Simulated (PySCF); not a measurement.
# Working out the excitation energy of Sr⁺

Sr⁺ [Kr] 5s1 (2S) → Sr⁺ [Kr] 4d1 (2D). Computed with PySCF 2.14 in def2-TZVPPD with the def2 core potential (28 electrons) (6s4p3d1f, 40 functions), with scalar relativity through the core potential. Frozen: nothing. Energies in hartree (1 hartree = 27.21139 eV):

```tsv
part	Sr⁺ (lower)	Sr⁺ (upper)
UHF	-30.172767	-30.101260
MP2 opposite-spin	-0.130131	-0.124590
MP2 same-spin	-0.049102	-0.044427
```

Question: What does Hartree-Fock give?

Answer: (-30.101260) − (-30.172767) = 0.071507 hartree = 1.946 eV.

Question: What do MP2 and SCS-MP2 (6/5 opposite-spin, 1/3 same-spin) give?

Answer: The opposite-spin parts differ by 0.151 eV and the same-spin parts by 0.127 eV. MP2: 1.946 + (0.151) + (0.127) = 2.224 eV. SCS-MP2: 1.946 + 1.2 × (0.151) + (0.127)/3 = 2.170 eV.

Measured between the centres of the two terms (NIST): 1.826 eV, so MP2 (valence and next inner shell) is off by 0.398 eV.

What remains against the reference includes basis incompleteness and correlation beyond second order.
